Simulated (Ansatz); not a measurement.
Ansatz (a program for electronic structure) input (RI-MP2/def2-TZVPPD):
A basis named .json is the Basis Set Exchange file of that set.

Ansatz 0.2 input:
```yaml
crystal:
  periodic: [false, false, false]
  atoms:
    - {symbol: Ca, position_ang: [-0.00000000, -0.00000000, -0.64726545]}
    - {symbol: O, position_ang: [0.00000000, 0.00000000, 1.33220972]}
    - {symbol: H, position_ang: [0.00000000, 0.00000000, 2.28763111]}
basis:
  gaussian:
    orbitals: def2-TZVPPD.json
    fitting: {mean_field: def2-universal-jkfit, correlation: def2-TZVPPD-RIFIT.json}
total_charge: 1
magnetization: {spin_polarized: false}
correlation: {method: mp2, electrons: outside_noble_gas}
```

Output:

```
Functional definition: HF
integrals: 0.02 GiB planned
255 factors; integrals over basis functions are off by at most 8.8e-1 eV
236 factors; integrals over basis functions are off by at most 1.9e1 eV
mean field: 0.13 GiB planned
mean field evaluation 1: about -20451.2680 eV, gradient 9.2e1 eV
mean field evaluation 2: about -20451.5207 eV, gradient 8.6e1 eV
mean field evaluation 4: about -20465.3185 eV, gradient 7.8e-1 eV
mean field evaluation 8: about -20465.3212 eV, gradient 2.5e-6 eV
mean field -20465.32118502 eV, -752.0866816567 hartree, gradient 2.5e-6 eV, S^2 0.000000; 0 other end points of the search recorded, 0 dependent functions left out
10 core orbitals not correlated
reference -20465.32118502 eV, -752.0866816567 hartree; 4, 4 occupied and 79, 79 virtual orbitals, 236 factors
second order -7.41799489 eV of doubles, -0.00000000 eV of singles
Total energy: -20472.73917991 eV, -752.3592879406 hartree
```

This state (charge 1, singlet) is run at the relaxed geometry of the species with charge 0 and multiplicity 2.
